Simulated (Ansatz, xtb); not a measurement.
Ranking isomers of C3H6GeO

3 gas-phase structures of C3H6GeO, from a drawn sample of its isomers (lower ones may exist). Each was relaxed with GFN2-xTB; where two conformers were screened, the lower at r2SCAN-D4/def2-SVP is listed:

A. `O=C/C=[CH]\[GeH3]`, a singlet
B. `C=[C]([GeH3])C=O`, a singlet
C. `O=C/C=[CH]/[GeH3]`, a singlet

Task: Make a reasoned guess at their ranking by r2SCAN-D4/def2-SVP single-point energy.

Result: Calculated order at r2SCAN-D4/def2-SVP: B (0.0), A (1.1), C (1.8) kcal/mol. Less than 1 kcal/mol parts A and C, so the order within that pair means little.

Energies above the lowest of each column, in kcal/mol; the last columns are at PBE0-D3(BJ)/def2-SVP geometries:

```csv
structure,GFN2-xTB,HF/STO-3G,r2SCAN-D4/def2-SVP,PBE0-D3(BJ)/def2-SVP,CCSD(T)/def2-SVP + ΔMP2/def2-TZVPP
B,3.7,1.4,0.0,0.0,0.0
A,0.0,0.7,1.1,1.4,2.6
C,8.0,0.0,1.8,1.9,1.7
```

CCSD(T)/def2-SVP + ΔMP2/def2-TZVPP puts B lowest; GFN2-xTB picks A, HF/STO-3G picks C. CCSD(T)/def2-SVP + ΔMP2/def2-TZVPP orders those it was run on as B (0.0), C (1.7), A (2.6) kcal/mol. Less than 1 kcal/mol parts C and A, so the order within that pair means little. Flexible structures stand in one conformer each, not always the lowest. ΔMP2 is the change of the MP2 energy from the smaller to the larger basis.

Programs: Ansatz 0.2.0, xtb 6.7.1.
